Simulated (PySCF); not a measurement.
Cl4SW (SMILES [S]=[W]([Cl])([Cl])([Cl])[Cl]), singlet, geometry from GFN2-xTB (such geometries of metal compounds can be far from the true shape) (core potentials on W); DF-TPSS/def2-SVP run with PySCF.

Input for PySCF:
```python
from pyscf import gto, scf, dft

mol = gto.Mole()
mol.atom = '''
    W     0.05136557   -0.02213398    0.05443562
    S     1.49823173   -0.64560426    1.58777894
    Cl   -1.46040727    0.62930529   -1.54769376
    Cl    0.27309176    2.15259903    0.49173666
    Cl    1.19778788   -0.92365033   -1.63163749
    Cl   -1.64416414   -1.15427854    0.95625937
'''
mol.basis = 'def2-svp'
mol.ecp = {'W': 'def2-svp'}
mol.verbose = 4
mol.build()

mf = dft.RKS(mol)
mf.xc = 'tpss'
mf = mf.density_fit(auxbasis='def2-universal-jkfit')
mf.kernel()
```

**Question.** Write the output that PySCF gives for this input, abridged.

**Answer.** 
```
PySCF version 2.14.0

[INPUT] verbose = 4
[INPUT] num. atoms = 6
[INPUT] num. electrons = 98
[INPUT] charge = 0
[INPUT] spin (= nelec alpha-beta = 2S) = 0
[INPUT] symmetry False subgroup None
[INPUT] Mole.unit = angstrom
[INPUT] Symbol           X                Y                Z      unit          X                Y                Z       unit  Magmom
[INPUT]  1 W      0.051365570000  -0.022133980000   0.054435620000 AA    0.097066859532  -0.041827160247   0.102868413221 Bohr   0.0
[INPUT]  2 S      1.498231730000  -0.645604260000   1.587778940000 AA    2.831247640833  -1.220015236252   3.000467342952 Bohr   0.0
[INPUT]  3 Cl    -1.460407270000   0.629305290000  -1.547693760000 AA   -2.759769770624   1.189214646840  -2.924717331098 Bohr   0.0
[INPUT]  4 Cl     0.273091760000   2.152599030000   0.491736660000 AA    0.516068633275   4.067822622704   0.929247612808 Bohr   0.0
[INPUT]  5 Cl     1.197787880000  -0.923650330000  -1.631637490000 AA    2.263491048523  -1.745446158564  -3.083347990673 Bohr   0.0
[INPUT]  6 Cl    -1.644164140000  -1.154278540000   0.956259370000 AA   -3.107019928431  -2.181270312063   1.807068313349 Bohr   0.0

nuclear repulsion = 711.423414671496
number of shells = 52
number of NR pGTOs = 237
number of NR cGTOs = 122
basis = def2-svp
ecp = {'W': 'def2-svp'}

******** <class 'pyscf.df.df_jk.DFRKS'> ********
method = DFRKS
initial guess = minao
damping factor = 0
level_shift factor = 0
DIIS = <class 'pyscf.scf.diis.CDIIS'>
diis_start_cycle = 1
diis_space = 8
diis_damp = 0
SCF conv_tol = 1e-09
SCF conv_tol_grad = None
SCF max_cycles = 50
direct_scf = False
XC library pyscf.dft.libxc version 7.1.2
    S. Lehtola, C. Steigemann, M. J. T. Oliveira, and M. A. L. Marques,  SoftwareX 7, 1–5 (2018)
XC functionals = tpss
    J. Tao, J. P. Perdew, V. N. Staroverov, and G. E. Scuseria,  Phys. Rev. Lett. 91, 146401 (2003)
    J. P. Perdew, J. Tao, V. N. Staroverov, and G. E. Scuseria,  J. Chem. Phys. 120, 6898 (2004)
    J. Tao, J. P. Perdew, V. N. Staroverov, and G. E. Scuseria,  Phys. Rev. Lett. 91, 146401 (2003)
    J. P. Perdew, J. Tao, V. N. Staroverov, and G. E. Scuseria,  J. Chem. Phys. 120, 6898 (2004)
radial grids:
    Treutler-Ahlrichs [JCP 102, 346 (1995); DOI:10.1063/1.469408] (M4) radial grids

becke partition: Becke, JCP 88, 2547 (1988); DOI:10.1063/1.454033
pruning grids: <function nwchem_prune>
grids dens level: 3
symmetrized grids: False
atomic radii adjust function: <function treutler_atomic_radii_adjust>
small_rho_cutoff = 0
Set gradient conv threshold to 3.16228e-05
Initial guess from minao.
tot grids = 118712
init E= -2293.60548393494
  HOMO = -0.476708692903179  LUMO = -0.351888126997028  gap/eV = 3.39654
cycle= 1 E= -2305.58792333996  delta_E=  -12  |g|= 0.709  |ddm|= 7.64
  HOMO = -0.240240907172807  LUMO = -0.219689523067852  gap/eV = 0.55923
cycle= 2 E= -2302.6207465884  delta_E= 2.97  |g|= 3.29  |ddm|= 3.59
  HOMO = -0.236290620562389  LUMO = -0.137034998988868  gap/eV = 2.70088
cycle= 3 E= -2305.61401376893  delta_E= -2.99  |g|= 0.581  |ddm|= 3.49
  HOMO = -0.252285767189413  LUMO = -0.164562329441654  gap/eV = 2.38708
cycle= 4 E= -2305.64766709684  delta_E= -0.0337  |g|= 0.473  |ddm|= 1.22
  HOMO = -0.276251543631858  LUMO = -0.181765371382305  gap/eV = 2.57110
cycle= 5 E= -2305.7113329751  delta_E= -0.0637  |g|= 0.191  |ddm|= 0.778
  HOMO = -0.269329847061429  LUMO = -0.173922969552778  gap/eV = 2.59615
cycle= 6 E= -2305.72299713879  delta_E= -0.0117  |g|= 0.0494  |ddm|= 0.273
  HOMO = -0.269764054082178  LUMO = -0.17333794915006  gap/eV = 2.62389
cycle= 7 E= -2305.72357939255  delta_E= -0.000582  |g|= 0.0201  |ddm|= 0.0318
  HOMO = -0.270075567772858  LUMO = -0.173299995639465  gap/eV = 2.63340
cycle= 8 E= -2305.72369830272  delta_E= -0.000119  |g|= 0.00565  |ddm|= 0.0178
  HOMO = -0.270171498576843  LUMO = -0.173365008516141  gap/eV = 2.63424
cycle= 9 E= -2305.72370705728  delta_E= -8.75e-06  |g|= 0.00185  |ddm|= 0.0065
  HOMO = -0.27019744510812  LUMO = -0.173312109315657  gap/eV = 2.63638
cycle= 10 E= -2305.72370801252  delta_E= -9.55e-07  |g|= 0.000348  |ddm|= 0.00238
  HOMO = -0.270186062827576  LUMO = -0.173306053804547  gap/eV = 2.63624
cycle= 11 E= -2305.72370804184  delta_E= -2.93e-08  |g|= 4.03e-05  |ddm|= 0.000445
  HOMO = -0.270186371104763  LUMO = -0.173306691373027  gap/eV = 2.63623
cycle= 12 E= -2305.72370804241  delta_E= -5.72e-10  |g|= 7.11e-06  |ddm|= 6.36e-05
  HOMO = -0.270186948492822  LUMO = -0.173307988345448  gap/eV = 2.63621
Extra cycle  E= -2305.72370804214  delta_E= 2.7e-10  |g|= 3.02e-05  |ddm|= 4.05e-05
converged SCF energy = -2305.72370804214
```
